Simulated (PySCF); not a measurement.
# Computed records: B2H5O2, B4H6, CH8B2Si

Calculation on a computer-drawn molecule: the log of a Hartree-Fock and frozen-core CCSD(T) single point meant for a local Hartree-Fock minimum, with one planted fault or none, to be diagnosed. Offsets are logged minus clean, where the clean run is the same molecule without the fault. The reference is restricted for singlets and unrestricted otherwise, and also for a bond in bohr or an excited solution. Adding or removing an electron swaps singlet and doublet. The excited solution moves the top pair (singlet) or top alpha electron (doublet) to the lowest empty orbital. Highest occupied and lowest empty are orbital energies over both spins, largest force is the largest gradient component, triples share is (T) over the correlation energy, the T1 limit is 0.02 restricted and 0.045 unrestricted, electrons count all cores, a negative frequency is imaginary (commonest isotopes), and the dipole is about the centre of nuclear charge. Program: PySCF 2.14.0.

Common to all runs: meant multiplicity 1; logged SCF converged yes; logged CC converged yes; logged SCF stable within its kind yes; possible faults no fault, one electron removed, one electron added, multiplicity raised by two, geometry at a saddle point, SCF held on an excited solution, minimal basis STO-3G, one bond length entered in bohr, all coordinates scaled.

(1) B2H5O2

Logged structure:
```xyz
9
B2H5O2
O     -0.3670     2.8698     0.3442
B     -0.1135     2.1961    -0.8578
B     -0.0774     0.4828    -1.0274
O     -0.2095    -0.2986     0.2584
H     -0.3812     3.8038     0.2363
H      0.0424     2.9752    -1.8064
H      0.9770     0.1541    -1.6252
H     -1.0224     0.2164    -1.8335
H     -0.5130     0.2768     0.9369
```

| Property | Result |
| --- | --- |
| meant charge | -1 |
| meant basis | aug-cc-pVDZ |
| logged electrons | 31 |
| logged basis functions | 137 |
| logged spin squared | 0.7657 |
| logged highest occupied | -10.848 eV |
| logged lowest empty | -1.2628 eV |
| logged largest force | 0.12597 hartree/bohr |
| logged T1 diagnostic | 0.056716 |
| logged D1 diagnostic | 0.37096 |
| logged triples share | 0.032449 |
| logged dipole magnitude | 4.6383 debye |
| logged energy HF | -201.98119 hartree |
| logged energy CCSD(T) | -202.63175 hartree |
| planted fault | one electron removed |
| HF energy offset from clean run | 61.39 kcal/mol |
| CCSD(T) energy offset from clean run | 74.18 kcal/mol |

Drawn bonds:
```
atom  other atom  order
   1           2      1
   2           3      1
   3           4      1
   1           5      1
   2           6      1
   3           7      1
   3           8      1
   4           9      1
```

Notes: T1 above single-reference limit.

(2) B4H6

Logged structure:
```xyz
10
B4H6
B     -2.5611     2.2380     1.0106
B     -1.2415     1.3616     1.5622
B      0.1844     1.9638     2.2040
B      1.5866     2.3635     1.3745
H     -2.6515     2.5722    -0.1424
H     -3.4654     2.5482     1.7411
H     -1.3284     0.1555     1.5030
H      0.2030     2.1147     3.4051
H      1.7706     3.4784     0.9593
H      2.4588     1.5580     1.1798
```

| Item | Value |
| --- | --- |
| meant charge | 0 |
| meant basis | cc-pVDZ |
| logged electrons | 26 |
| logged basis functions | 86 |
| logged spin squared | 2.0542 |
| logged highest occupied | -6.5416 eV |
| logged lowest empty | -1.291 eV |
| logged largest force | 0.052453 hartree/bohr |
| logged T1 diagnostic | 0.053072 |
| logged D1 diagnostic | 0.27947 |
| logged triples share | 0.03271 |
| logged dipole magnitude | 1.4465 debye |
| logged energy HF | -101.98163 hartree |
| logged energy CCSD(T) | -102.37532 hartree |
| planted fault | multiplicity raised by two |
| HF energy offset from clean run | 96.38 kcal/mol |
| CCSD(T) energy offset from clean run | 96.32 kcal/mol |

Drawn bonds:
```
atom  other atom  order
   1           2      1
   2           3      1
   3           4      1
   1           5      1
   1           6      1
   2           7      1
   3           8      1
   4           9      1
   4          10      1
```

Notes: T1 above single-reference limit.

(3) CH8B2Si

Logged structure:
```xyz
12
CH8B2Si
B     -1.6935    -0.2249    -2.1159
Si    -0.6984    -0.4797    -0.3487
B      0.9561     0.7184    -0.4177
C     -1.7852    -0.1609     1.1686
H     -1.2088    -0.6102    -3.1456
H     -2.7596     0.3258    -2.1872
H     -0.2214    -1.8950    -0.3085
H      1.8495     0.4749    -1.1833
H      1.0785     1.6963     0.2704
H     -1.2283    -0.3183     2.0964
H     -2.1526     0.8694     1.1691
H     -2.6531    -0.8259     1.1820
```

| Item | Value |
| --- | --- |
| meant charge | 0 |
| meant basis | cc-pV(D+d)Z |
| logged electrons | 38 |
| logged basis functions | 105 |
| logged spin squared | 0 |
| logged highest occupied | -10.37 eV |
| logged lowest empty | 0.90272 eV |
| logged largest force | 2.447e-05 hartree/bohr |
| logged lowest frequency | 77.171 cm⁻¹ |
| logged T1 diagnostic | 0.01296 |
| logged D1 diagnostic | 0.040283 |
| logged triples share | 0.026249 |
| logged dipole magnitude | 0.51728 debye |
| logged energy HF | -380.77181 hartree |
| logged energy CCSD(T) | -381.26576 hartree |
| planted fault | no fault |
| HF energy offset from clean run | 0 kcal/mol |
| CCSD(T) energy offset from clean run | 0 kcal/mol |

Drawn bonds:
```
atom  other atom  order
   1           2      1
   2           3      1
   2           4      1
   1           5      1
   1           6      1
   2           7      1
   3           8      1
   3           9      1
   4          10      1
   4          11      1
   4          12      1
```
